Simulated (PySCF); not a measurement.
# Correlation energy of Tc³⁺ (technetium, charge +3)

[Kr] 4d4, high-spin 5D determinant. All numbers are calculated (PySCF 2.14, scalar relativity by spin-free X2C-1e, in x2c-TZVPPall). Frozen: [Kr]; 4 electrons correlated.

| level | correlation energy (mhartree) |
| --- | --- |
| CCSD | -40.05 |
| (T) | -0.28 |
| CCSD(T) | -40.33 |

Diagnostics: T1 = 0.00053, D1 = 0.0009, largest double amplitude 0.025.

Cost of the coupled-cluster step: roughly 2.7 core-seconds, for 4 correlated electrons.
